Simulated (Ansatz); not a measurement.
Cost and result for the atomization energy of FGe$_{2}$H$_{5}$S, SMILES `[F][GeH2][S][GeH3]` (9 atoms, 8 bonds).

```xyz
9

F    -1.165   -1.479    1.257
Ge    0.532   -1.320    0.887
S     0.722   -0.625   -1.186
Ge   -0.403    1.296   -0.987
H     1.048   -0.289    1.900
H     1.151   -2.716    0.998
H    -0.109    1.897    0.396
H    -1.904    1.038   -1.158
H     0.129    2.199   -2.106
```

The species carries charge 0 and has multiplicity 1. Correlated methods include outer-core shells of Ge, which these sets cover unevenly. Scalar relativity is left out up to krypton. The structure was optimised at the PBE0-D4/def2-TZVP level. It is one conformer, not always the lowest. Program: Ansatz. All runs use 4 threads of an Arm Neoverse V2 on a shared host. Times are those of one run each, without the atoms' runs, and a repeat can differ threefold. Electronic energies, without spin–orbit coupling; frozen cores. CCSD(T)/CBS adds CCSD(T) − MP2 in def2-TZVPP to the MP2 limit, and its time is that of the two runs behind it. T1 = 0.012. With those shells the extrapolation isn't a true limit. B3LYP takes the VWN-RPA correlation (the form of Gaussian; ORCA's B3LYP/G).

CCSD(T)/CBS is a level of theory with its own doubt, some kJ/mol a heavy atom from the limit and from the frozen cores, so smaller differences don't rank the functionals.

| level | functions | wall time | atomization (kJ/mol) | difference from CCSD(T)/CBS | per bond |
| --- | --- | --- | --- | --- | --- |
| LDA (SPW92)/def2-TZVPP | 239 | 1.1 s | 2923.1 | 341.0 | 42.6 |
| BLYP-D4/def2-TZVPP | 239 | 1.9 s | 2516.3 | -65.8 | -8.2 |
| revPBE-D4/def2-TZVPP | 239 | 1.9 s | 2495.6 | -86.5 | -10.8 |
| CAM-B3LYP-D4/def2-TZVPP | 239 | 3.8 s | 2552.6 | -29.5 | -3.7 |
| B3LYP-D4/def2-TZVPP (with forces) | 239 | 4.9 s | 2533.8 | -48.3 | -6.0 |
| r2SCANh-D4/def2-TZVPP | 239 | 6 s | 2558.0 | -24.1 | -3.0 |
| PBE-QIDH/def2-TZVPP | 239 | 6 s | 2537.5 | -44.6 | -5.6 |
| B97M-V/def2-TZVPP | 239 | 7.5 s | 2615.1 | 33.0 | 4.1 |
| CCSD(T)/def2-SVP | 121 | 9 s | 2378.0 | -204.1 | -25.5 |
| ωB97M-V/def2-TZVPP (with forces) | 239 | 12 s | 2550.6 | -31.5 | -3.9 |
| MP2/def2-QZVPP | 455 | 22 s | 2568.0 | -14.1 | -1.8 |
| CCSD(T)/def2-TZVPP | 239 | 3.4 min | 2526.8 | -55.3 | -6.9 |
| CCSD(T)/CBS(def2) | – | 3.8 min | 2582.1 | 0.0 | 0.0 |

The D4 term adds +36.1 kJ/mol with B3LYP and +18.9 kJ/mol with PBE0; it sums over pairs of atoms, weighted by their polarisabilities, and B3LYP, whose exchange is more repulsive, gets the larger term. In def2-TZVPP, CCSD(T) changes the Hartree–Fock value by +688.4 kJ/mol (the triples alone add +39.2 kJ/mol) and MP2 by +697.2 kJ/mol; breaking electron pairs costs correlation energy, which Hartree–Fock lacks. From BLYP to BHLYP (50 % exact exchange), in def2-TZVPP and without D4, the atomization energy moves by −15.5 kJ/mol: exact exchange takes away binding that semilocal exchange gives to molecules.

For some Ge, Se and Sn compounds the MP2-based and the directly extrapolated limit differ by 10 to 25 kJ/mol.
